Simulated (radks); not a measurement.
Results of a calculation; reference values are marked as such.
Q: The mean radii <r> (bohr) of the occupied orbitals of an atom or ion are listed with their occupations. Level of theory: non-relativistic Kohn-Sham, PBE, spin-polarised, spherical densities, point nucleus (a radial shooting solver on a logarithmic mesh with Libxc functionals).

| orbital | occ. | <r> |
|---|---|---|
| 1s | 2 | 0.02075 |
| 2s | 2 | 0.08767 |
| 2p | 6 | 0.07418 |
| 3s | 2 | 0.2200 |
| 3p | 6 | 0.2098 |
| 3d | 10 | 0.1837 |
| 4s | 2 | 0.4393 |
| 4p | 6 | 0.4364 |

Name the element and its charge. Open shells, if any, are filled with parallel spins first.

A: Z = 73, tantalum, charge +37: Ta37+ in [Kr]. The 1s radius gives Z: for a bare nucleus <r> = 1.5/Z, 0.02055 bohr for Z = 73, and screening makes it slightly larger (0.02075 here). The occupations add up to 36, and the charge is Z minus that.
